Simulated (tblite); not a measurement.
C6H8F3P.
Z-matrix (Å and degrees, GFN2-xTB geometry), rows numbered from 1:
```
C 
C   1  1.5272
C   2  1.5100  1  110.52
C   3  1.4981  2  119.05  1   -81.31
P   4  1.8499  3   66.62  2  -110.06
C   5  1.8397  3   97.18  4    93.78
F   6  1.3484  5  120.30  3   -27.35
C   6  1.3285  5  120.87  3   152.77
F   8  1.3281  6  121.76  5    -0.01
F   8  1.3247  6  127.34  5  -179.95
H   1  1.0878  2  110.45  3   -60.55
H   1  1.0871  2  110.46  3   179.48
H   1  1.0875  2  110.52  3    59.30
H   2  1.0930  1  109.76  3  -120.89
H   2  1.0922  1  109.47  3   120.96
H   3  1.0856  2  113.68  1    61.78
H   4  1.0813  3  119.00  5  -110.32
H   4  1.0824  3  116.94  5   106.58
```

Method: GFN2-xTB as coded in tblite; computed harmonic values from a numerical Hessian at the method's own geometry, unscaled. Against measured fundamentals such values can be off by several per cent, at times by over 20. One conformer, not necessarily the lowest.

Harmonic wavenumbers (cm⁻¹): 27.3, 66.1, 101.6, 107.6, 149.0, 173.9, 214.9, 230.5, 272.9, 332.1, 368.2, 423.0, 433.8, 456.6, 462.3, 633.6, 672.5, 715.8, 818.6, 837.7, 872.2, 941.5, 979.1, 999.2, 1013.1, 1041.4, 1088.1, 1135.9, 1154.4, 1185.4, 1196.0, 1239.5, 1299.0, 1344.9, 1408.3, 1412.9, 1485.8, 1498.0, 1502.5, 1729.6, 2964.9, 2979.1, 3014.6, 3035.2, 3039.2, 3043.5, 3052.0, 3071.0.

A = 2684, B = 535.3, C = 491.9 MHz; mass 168.032 u (most abundant isotopes); point group C1, symmetry number 1.

What is the zero-point energy?

Half the sum of the wavenumbers: 28112 cm⁻¹ = 80.38 kcal/mol.

Entropy at 500 K, 1 bar (ideal gas, RRHO, classical rotation)?

Translation 43.86, rotation 32.04, vibration 57.49: S = 133.4 cal/(mol K).

And Cp and H(500 K) − H(0)?

Cp = 59.08 cal/(mol K), of which vibrations give 51.13 (their classical limit is 48 R = 95.4); H(500 K) − H(0) = 18.08 kcal/mol without the zero-point energy, 14.11 from vibrations.

How do the functions run with temperature in this model?

```csv
T (K),S (cal/(mol K)),Cp (cal/(mol K)),H − H(0) (kcal/mol),G − H(0) (kcal/mol),ln q(vib)
50,62.2,14.5,0.54,-2.57,0.90
100,74.4,21.3,1.44,-6.00,2.45
298.15,107.4,42.0,7.78,-24.24,8.78
373.15,117.6,49.0,11.20,-32.68,11.04
750,160.1,72.6,34.69,-85.41,21.49
1000,182.3,81.1,53.98,-128.30,27.59
```

q(vib) and H(0) count from the zero-point level.

Which modes carry the vibrational entropy at 500 K?

27.3 cm⁻¹: 7.04; 66.1 cm⁻¹: 5.29; 101.6 cm⁻¹: 4.44; 107.6 cm⁻¹: 4.32; 149.0 cm⁻¹: 3.69; 173.9 cm⁻¹: 3.38 cal/(mol K); the other 42 give 29.33 together.

What must be added to the electronic energy to get the Gibbs energy at 500 K and 1 bar?

ZPE + [H(500 K) − H(0)] − T·S = 80.38 + 18.08 − 66.69 = 31.77 kcal/mol.

Hindered rotation and anharmonicity are outside this model. Other conformers, if any are populated, would add a mixing term that is left out. The structure is chiral; the term R ln 2 for an equal mix with its mirror image is left out.
